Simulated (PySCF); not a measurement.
Exercise with solution: entropy of an ideal gas

TiCl4, SMILES [Cl][Ti]([Cl])([Cl])[Cl], multiplicity 1.

Geometry optimised at PBE-D3(BJ)/def2-SVP. The multiplicity is an assumed one; no other spin state was optimised. The isomer is the one that the SMILES or the coordinates give; other isomers of the formula were not compared.

PBE-D3(BJ)/def2-SVP in PySCF gives the harmonic wavenumbers 112, 112, 130, 130, 130, 370, 492, 492, 492 cm⁻¹ and the rotational temperatures 0.0543, 0.0543, 0.0543 K. The molar mass is 189.67 g/mol, the symmetry number 12, the spin multiplicity 1.

Problem. Work out the entropy at 298.15 K and 1 atm in the rigid-rotor, harmonic-oscillator model.

Solution. 
Translation (Sackur–Tetrode at 1 atm): S = R[1.5 ln M + 2.5 ln T − 1.16487] = 174.2 J/(mol K).
Rotation: q = (√π/σ) T^1.5/√(θA θB θC) = 60100, S = R[ln q + 3/2] = 104.0 J/(mol K).
Vibration: with u = 1.4388 ν/T, each mode gives R[u/(e^u − 1) − ln(1 − e^−u)]:
| ν (cm⁻¹) | modes | u | S (J/(mol K)) |
|---|---|---|---|
| 112 | 2 | 0.54 | 27.06 |
| 130 | 3 | 0.63 | 36.98 |
| 370 | 1 | 1.79 | 4.52 |
| 492 | 3 | 2.37 | 8.52 |
These are all the modes. Sum 77.1 J/(mol K).
Spin: R ln 1 = 0.0 J/(mol K).
Total 355.2 J/(mol K); the program's own thermochemistry gives 355.2. Translation makes up 49 % and vibration 22 %. Anharmonicity, hindered rotation and orbital degeneracy are left out.
